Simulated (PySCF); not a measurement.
# Electron correlation in Zn⁺ (zinc, charge +1)

[Ar] 3d10 4s1, 2S determinant. All numbers are calculated (PySCF 2.14, no relativity, point nucleus, in pcseg-2). Frozen: [Ar]; 11 electrons correlated.

MP2 pair energies summed by pair of shells (mhartree):

```tsv
pair	energy	share (%)
3d-3d	-356.85	93.0
3d-4s	-26.71	7.0
```

Total MP2 correlation energy: -383.56 mhartree.

Same-spin part -144.07 and opposite-spin part -239.49 mhartree; SCS-MP2 scales them by 1/3 and 6/5 to -335.41 mhartree.
